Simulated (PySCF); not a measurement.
Level of theory: PySCF with ωB97X-D3(BJ)/def2-TZVP // B3LYP-D3(BJ)/def2-TZVP. Isolated molecules, 0 K electronic values unless said otherwise. Delta-SCF ions had no search for a lower state. Excitations are Tamm–Dancoff values on a coarser integration grid. The basis has no diffuse functions, so Rydberg states are missing or too high.

Reference species (SMILES): `[NH2][Al]([NH2])[I]` (neutral, multiplicity 1).

The vertical ionisation energy (Delta-SCF) comes out as 9.81 eV and the HOMO is -9.76 eV. The T1 excitation (TDA) is 5.77 eV and the S1 oscillator strength is 0.000.

After one change: the vertical ionisation energy (Delta-SCF) drops by 0.48 eV; the HOMO rises by 0.47 eV; the T1 excitation (TDA) hardly moves; the S1 oscillator strength stays essentially unchanged.

Task: Which change was made? The new species is one of these.
A. `[I][Al]([I])[I]`
B. `[NH2][Al]([I])[I]`
C. `[NH2][Al]([NH2])[NH2]`

Result: C, `[NH2][Al]([NH2])[NH2]`
